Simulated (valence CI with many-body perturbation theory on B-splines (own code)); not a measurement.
Forbidden lines of Bi76+

Calculated by valence CI with perturbative core correlation (CI+MBPT): five valence electrons over a frozen Dirac-Fock core [He], a basis of 9 s, 9 p, 8 d, 6 f, 3 g, 1 h functions for each j, with the one-electron correlation potential Σ1, the two-electron term Σ2, the three-electron term Σ3, Breit, model QED; selected CI, second order for the rest (own B-spline code, finite nucleus).

No measured spectrum was set against this ion. As an estimate, large intervals hold to a few tenths of a per cent, small ones and those within an open d or f shell to about a per cent. Among the levels kept, up to 1200 cm⁻¹ of a level comes from second order outside the variational space, and about a tenth of that is noise between levels of different J, which matters for small intervals.

Lines 1 to 50 of 64 in falling wavelength, among levels below 15022 eV, chosen from the decays that carry over 1 % of a level's rate. Wavelengths and rates use the calculated energies. Electric multipoles are in the length gauge, E1 and E2 with the static RPA response of the core. S is in atomic units (e²a₀⁴ for E2 and M2, e²a₀⁶ for E3), for M1 in squared Bohr magnetons. Weak lines are less certain than strong ones. Lines between different terms over intervals too small for the method are left out, as are lines whose strength nearly cancels. The highest levels of a list are the least certain.

Levels are named by their leading jj configuration (3d3/2^4 stands for four electrons in 3d with j = 3/2), which in mixed levels can hold well under half, so a name can repeat and another be missing. Letters in brackets count levels of one name in rising energy.

```tsv
λ vac (nm)	Upper	Lower	Type	A (s⁻¹)	S (a.u.)
0.5192	(2s^2 2p1/2 2p3/2^2) J=3/2	(2s^2 2p1/2^2 2p3/2) J=3/2	M1	1.23e+11	2.55e+00
0.5177	(2s^2 2p3/2^3) J=3/2	(2s^2 2p1/2 2p3/2^2) J=1/2	M1	3.06e+10	6.29e-01
0.5149	(2s^2 2p1/2 2p3/2 3p1/2) J=1/2	(2s^2 2p1/2^2 3p1/2) J=1/2	M1	8.35e+10	8.45e-01
0.5143	(2s^2 2p1/2 2p3/2^2) J=5/2	(2s^2 2p1/2^2 2p3/2) J=3/2	M1	2.03e+10	6.13e-01
0.5143	(2s^2 2p1/2 2p3/2^2) J=5/2	(2s^2 2p1/2^2 2p3/2) J=3/2	E2	1.25e+09	2.41e-05
0.5136	(2s^2 2p1/2 2p3/2 3p1/2) J=3/2 [a]	(2s^2 2p1/2^2 3p1/2) J=1/2	M1	6.17e+10	1.24e+00
0.5041	(2s^2 2p3/2^3) J=3/2	(2s^2 2p1/2 2p3/2^2) J=5/2	M1	3.30e+10	6.26e-01
0.5009	(2s^2 2p1/2 2p3/2^2) J=1/2	(2s^2 2p1/2^2 2p3/2) J=3/2	M1	6.56e+10	6.12e-01
0.5009	(2s^2 2p1/2 2p3/2^2) J=1/2	(2s^2 2p1/2^2 2p3/2) J=3/2	E2	1.02e+09	5.75e-06
0.4995	(2s^2 2p3/2^3) J=3/2	(2s^2 2p1/2 2p3/2^2) J=3/2	M1	1.31e+11	2.42e+00
0.1114	(2s^2 2p1/2 2p3/2 3p1/2) J=1/2	(2s^2 2p1/2 2p3/2^2) J=1/2	M1	6.15e+10	6.30e-03
0.1113	(2s^2 2p1/2 2p3/2 3p1/2) J=3/2 [a]	(2s^2 2p1/2 2p3/2^2) J=1/2	E2	5.35e+11	3.27e-06
0.1112	(2s^2 2p1/2 2p3/2 3p1/2) J=5/2	(2s^2 2p1/2 2p3/2^2) J=1/2	E2	1.07e+12	9.79e-06
0.1107	(2s^2 2p1/2 2p3/2 3p1/2) J=1/2	(2s^2 2p1/2 2p3/2^2) J=5/2	E2	1.14e+12	3.38e-06
0.1107	(2s^2 2p1/2^2 3p1/2) J=1/2	(2s^2 2p1/2^2 2p3/2) J=3/2	E2	5.55e+12	1.65e-05
0.1107	(2s^2 2p1/2^2 3p1/2) J=1/2	(2s^2 2p1/2^2 2p3/2) J=3/2	M1	1.87e+11	1.88e-02
0.1107	(2s^2 2p1/2 2p3/2 3p1/2) J=3/2 [a]	(2s^2 2p1/2 2p3/2^2) J=5/2	M1	1.14e+11	2.28e-02
0.1107	(2s^2 2p1/2 2p3/2 3p1/2) J=3/2 [a]	(2s^2 2p1/2 2p3/2^2) J=5/2	E2	5.52e+10	3.27e-07
0.1107	(2s^2 2p1/2 2p3/2 3p1/2) J=3/2 [b]	(2s^2 2p1/2 2p3/2^2) J=1/2	E2	5.34e+11	3.17e-06
0.1106	(2s^2 2p1/2 2p3/2 3p1/2) J=5/2	(2s^2 2p1/2 2p3/2^2) J=5/2	E2	3.14e+12	2.78e-05
0.1106	(2s^2 2p1/2 2p3/2 3p1/2) J=5/2	(2s^2 2p1/2 2p3/2^2) J=5/2	M1	8.92e+10	2.68e-02
0.1105	(2s^2 2p1/2 2p3/2 3p1/2) J=1/2	(2s^2 2p1/2 2p3/2^2) J=3/2	E2	1.71e+12	5.02e-06
0.1105	(2s^2 2p1/2 2p3/2 3p1/2) J=1/2	(2s^2 2p1/2 2p3/2^2) J=3/2	M1	1.60e+11	1.60e-02
0.1105	(2s^2 2p1/2 2p3/2 3p1/2) J=3/2 [a]	(2s^2 2p1/2 2p3/2^2) J=3/2	E2	3.33e+12	1.95e-05
0.1103	(2s^2 2p1/2 2p3/2 3p1/2) J=5/2	(2s^2 2p1/2 2p3/2^2) J=3/2	E2	7.84e+11	6.87e-06
0.1100	(2s^2 2p1/2 2p3/2 3p1/2) J=3/2 [b]	(2s^2 2p1/2 2p3/2^2) J=5/2	E2	3.08e+12	1.78e-05
0.1098	(2s^2 2p1/2 2p3/2 3p1/2) J=3/2 [b]	(2s^2 2p1/2 2p3/2^2) J=3/2	E2	2.70e+11	1.54e-06
0.1098	(2s^2 2p1/2 2p3/2 3p1/2) J=3/2 [b]	(2s^2 2p1/2 2p3/2^2) J=3/2	M1	8.49e+10	1.67e-02
0.1043	(2s^2 2p1/2 2p3/2 3p3/2) J=3/2 [b]	(2s^2 2p1/2 2p3/2^2) J=1/2	E2	1.05e+12	4.63e-06
0.1043	(2s 2p1/2^2 2p3/2 3p3/2) J=7/2	(2s 2p1/2^2 2p3/2^2) J=5/2	E2	1.88e+12	1.66e-05
0.1043	(2s^2 2p1/2 2p3/2 3p3/2) J=5/2 [b]	(2s^2 2p1/2 2p3/2^2) J=1/2	E2	1.12e+12	7.38e-06
0.1042	(2s 2p1/2^2 2p3/2 3p3/2) J=1/2 [b]	(2s 2p1/2^2 2p3/2^2) J=3/2	E2	3.41e+12	7.49e-06
0.1041	(2s^2 2p1/2 2p3/2 3p3/2) J=5/2 [a]	(2s^2 2p1/2 2p3/2^2) J=5/2	E2	4.42e+11	2.90e-06
0.1041	(2s^2 2p1/2 2p3/2 3p3/2) J=1/2 [a]	(2s^2 2p1/2 2p3/2^2) J=5/2	E2	5.00e+11	1.09e-06
0.1040	(2s^2 2p1/2 2p3/2 3p3/2) J=3/2 [a]	(2s^2 2p1/2 2p3/2^2) J=5/2	E2	1.42e+12	6.19e-06
0.1040	(2s^2 2p1/2^2 3p3/2) J=3/2	(2s^2 2p1/2^2 2p3/2) J=3/2	E2	2.81e+12	1.22e-05
0.1040	(2s^2 2p1/2 2p3/2 3p3/2) J=7/2	(2s^2 2p1/2 2p3/2^2) J=5/2	E2	2.00e+12	1.74e-05
0.1039	(2s^2 2p1/2 2p3/2 3p3/2) J=5/2 [a]	(2s^2 2p1/2 2p3/2^2) J=3/2	E2	1.75e+12	1.14e-05
0.1039	(2s^2 2p1/2 2p3/2 3p3/2) J=1/2 [a]	(2s^2 2p1/2 2p3/2^2) J=3/2	E2	1.81e+12	3.90e-06
0.1038	(2s^2 2p1/2 2p3/2 3p3/2) J=3/2 [a]	(2s^2 2p1/2 2p3/2^2) J=3/2	E2	6.39e+11	2.76e-06
0.1038	(2s^2 2p1/2 2p3/2 3p3/2) J=7/2	(2s^2 2p1/2 2p3/2^2) J=3/2	E2	2.26e+11	1.94e-06
0.1038	(2s^2 2p1/2 2p3/2 3p3/2) J=3/2 [b]	(2s^2 2p1/2 2p3/2^2) J=5/2	E2	1.34e+11	5.77e-07
0.1035	(2s^2 2p1/2 2p3/2 3p3/2) J=1/2 [b]	(2s^2 2p1/2 2p3/2^2) J=5/2	E2	3.82e+12	8.09e-06
0.1033	(2s^2 2p1/2 2p3/2 3p3/2) J=1/2 [b]	(2s^2 2p1/2 2p3/2^2) J=3/2	E2	1.83e+12	3.84e-06
0.1031	(2s 2p1/2^2 2p3/2 3p3/2) J=1/2 [b]	(2s 2p1/2^2 2p3/2^2) J=5/2	E2	1.02e+12	2.12e-06
0.1019	(2s 2p1/2^2 2p3/2 3d5/2) J=9/2	(2s 2p1/2^2 2p3/2^2) J=5/2	M2	1.92e+11	1.88e-06
0.1019	(2s 2p1/2^2 2p3/2 3d5/2) J=9/2	(2s 2p1/2^2 2p3/2^2) J=5/2	E3	1.22e+10	4.44e-07
0.1015	(2s^2 2p1/2 2p3/2 3d5/2) J=9/2	(2s^2 2p1/2 2p3/2^2) J=5/2	M2	1.92e+11	1.84e-06
0.1015	(2s^2 2p1/2 2p3/2 3d5/2) J=9/2	(2s^2 2p1/2 2p3/2^2) J=5/2	E3	1.26e+10	4.44e-07
0.08660	(2s^2 2p1/2 2p3/2 3p3/2) J=5/2 [a]	(2s^2 2p1/2^2 2p3/2) J=3/2	E2	6.43e+11	1.68e-06
```
